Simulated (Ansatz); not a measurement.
Relaxation of BBrH₄ (6 atoms, charge 0, multiplicity 1), to a largest force component of 0.03 eV/Å in at most 50 steps.

Method: RKS PBE/def2-SVP in Ansatz.

```xyz
6
Properties=species:S:1:pos:R:3
B -0.003 0.249 0.004
H 0.002 0.442 1.193
H 1.052 0.230 -0.593
H -1.065 0.141 -0.571
Br 0.100 -2.783 1.125
H 0.049 -1.364 1.631
```

Where does it end, and by what steps?

The run converged. The force dipped under the threshold on the way, but the program's further checks kept it going. After 24 steps the energy has fallen by 0.793 eV; H6 moved furthest, 1.70 Å. Parted: B1–H2 (1.20 → 3.09 Å), Br5–H6 (1.51 → 3.72 Å). Joined: B1–Br5 (3.23 → 1.90 Å), H2–H6 (1.86 → 0.77 Å).

| step | energy less start (eV) | largest force component (eV/Å) | accepted |
| --- | --- | --- | --- |
| 0 | 0.0000 | 1.220 | yes |
| 1 | -0.0757 | 0.203 | yes |
| 2 | -0.1083 | 0.477 | yes |
| 3 | -0.1065 | 0.638 | no |
| 4 | -0.1358 | 0.227 | yes |
| 5 | -0.1370 | 0.283 | yes |
| 6 | -0.1450 | 0.242 | yes |
| 7 | -0.1909 | 0.412 | yes |
| 8 | -0.1821 | 1.853 | no |
| 9 | -0.2632 | 0.438 | yes |
| 10 | -0.3559 | 0.499 | yes |
| 11 | -0.5154 | 0.719 | yes |
| 12 | -0.5908 | 1.110 | yes |
| 13 | -0.6252 | 0.688 | yes |
| 14 | -0.5608 | 1.059 | no |
| 15 | -0.6847 | 0.280 | yes |
| 16 | -0.6898 | 0.260 | yes |
| 17 | -0.7137 | 0.322 | yes |
| 18 | -0.7459 | 0.327 | yes |
| 19 | -0.7528 | 0.464 | yes |
| 20 | -0.7767 | 0.310 | yes |
| 21 | -0.7902 | 0.054 | yes |
| 22 | -0.7920 | 0.062 | yes |
| 23 | -0.7925 | 0.017 | yes |
| 24 | -0.7926 | 0.008 | yes |

```xyz
6
Properties=species:S:1:pos:R:3
B 0.027 -0.831 -0.480
H -0.022 0.846 2.116
H 1.079 -0.250 -0.632
H -1.061 -0.318 -0.619
Br 0.089 -2.674 -0.015
H 0.024 0.141 2.420
```

Time of the run: 35 s on 1 thread of Arm Neoverse V2, on a shared host, peak memory 0.11 GiB.
